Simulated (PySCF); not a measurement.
Sn(H)(NMe2) (C2H7NSn), SMILES C[N](C)[SnH] (connectivity only; charge and spin as stated), neutral, multiplicity 1. Atoms are numbered in the order given.

```xyz
11

Sn     0.0304    -0.8863     0.0000
H     -1.7662    -0.9683     0.0000
N     -0.0110     1.1783     0.0000
C      1.2187     1.9439     0.0000
C     -1.1898     2.0191     0.0000
H      1.2916     2.6023     0.8895
H      1.2916     2.6023    -0.8895
H      2.0978     1.2805     0.0000
H     -1.2149     2.6820    -0.8893
H     -1.2149     2.6820     0.8893
H     -2.1029     1.4092     0.0000
```
Charge 0, spin multiplicity 1.

The structure is a stationary point at B3LYP-D3(BJ)/def2-SVP. The structure was generated by enumeration; whether it is a known compound was not checked. The def2 effective core potentials stand for the cores of Sn; spin–orbit coupling is left out.

Level of theory: ωB97X/def2-TZVP (PySCF).

Atomic charges (e):

```json
[
 {"atom": "Sn1", "Mulliken": "___", "Löwdin": "0.29"},
 {"atom": "H2", "Mulliken": "-0.15", "Löwdin": "-0.11"},
 {"atom": "N3", "Mulliken": "-0.37", "Löwdin": "-0.13"},
 {"atom": "C4", "Mulliken": "___", "Löwdin": "-0.36"},
 {"atom": "C5", "Mulliken": "___", "Löwdin": "-0.35"},
 {"atom": "H6", "Mulliken": "___", "Löwdin": "0.11"},
 {"atom": "H7", "Mulliken": "___", "Löwdin": "0.11"},
 {"atom": "H8", "Mulliken": "___", "Löwdin": "0.11"},
 {"atom": "H9", "Mulliken": "___", "Löwdin": "0.11"},
 {"atom": "H10", "Mulliken": "___", "Löwdin": "0.11"},
 {"atom": "H11", "Mulliken": "___", "Löwdin": "0.12"}
]
```

**Question.** Fill in the missing entries. (An estimate is asked for; the answer gives what the named calculation found.)

**Answer.** 
- Sn1, Mulliken: 0.34
- C4, Mulliken: -0.25
- C5, Mulliken: -0.24
- H6, Mulliken: 0.11
- H7, Mulliken: 0.11
- H8, Mulliken: 0.11
- H9, Mulliken: 0.11
- H10, Mulliken: 0.11
- H11, Mulliken: 0.13
